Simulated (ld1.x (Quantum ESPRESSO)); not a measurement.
**boron (B), TM: configuration errors across variants**

```
Element                 : B
Generator               : ld1.x (Quantum ESPRESSO) 7.5
Type                    : norm-conserving Troullier–Martins (Kleinman–Bylander form)
Functional              : LDA (PZ)
Relativity              : non-relativistic
Frozen core             : [He]
Valence charge          : 3
Reference configuration : 2s2 2p1
Partial waves           : 2s (bound): rc 1.10 bohr; 2p (bound): rc 2.30 bohr; 3d channel at 0.5 Ry: rc 1.85 bohr
Local potential         : all-electron potential smoothed inside 2.30 bohr (lloc = -1)
Core correction         : none
```

All-electron excitation energies from the reference (eV): (1) 2s2 2p0 8.329; (2) 2s1 2p0 33.626; (3) 2s2 2p0.5 2.944; (4) 2s0 2p3 11.388; (5) 2s1 2p1 14.278; (6) 2s1 2p2 5.680; (7) 2s2 2p1.3 -0.773; (8) 2s2 2p1 spin -0.235; (9) 2s1 2p0 spin 32.898.

Spin tests fill each open shell by Hund’s rule, majority spin first.

A true bound ghost makes a file unfit for plane-wave use even where its test errors are small: the radial tests pick states by their node count and pass the ghost by.

Errors AE − PS in meV (a dash: test not solved or not reliable):

```csv
change,(1),(2),(3),(4),(5),(6),(7),(8),(9),bound ghosts
base,+33,+156,+4.0,+7.7,-11,+1.4,+0.2,+22,+242,none
local potential all-electron potential smoothed inside 0.94 bohr (lloc = -1),+39,+176,+5.1,+7.9,-5.5,+1.5,+0.4,+22,+266,none
local potential all-electron potential smoothed inside 1.40 bohr (lloc = -1),+38,+174,+5.0,+7.9,-5.7,+1.5,+0.4,+22,+264,none
local potential all-electron potential smoothed inside 1.70 bohr (lloc = -1),+38,+173,+4.9,+7.9,-6.2,+1.5,+0.4,+22,+262,none
local potential all-electron potential smoothed inside 1.92 bohr (lloc = -1),+37,+170,+4.8,+7.9,-6.8,+1.5,+0.4,+22,+260,none
local potential all-electron potential smoothed inside 2.10 bohr (lloc = -1),+36,+166,+4.6,+7.8,-8.0,+1.5,+0.3,+22,+255,none
local potential all-electron potential smoothed inside 2.32 bohr (lloc = -1),+33,+156,+4.0,+7.7,-11,+1.4,+0.2,+22,+242,none
local potential all-electron potential smoothed inside 2.58 bohr (lloc = -1),+22,+119,+1.9,+7.5,-18,+1.3,-0.1,+22,+199,s
```

Q: Give the same row for: local potential all-electron potential smoothed inside 1.20 bohr (lloc = -1).

A: +38, +175, +5.0, +7.9, -5.6, +1.5, +0.4, +22, +265; bound ghosts: none.
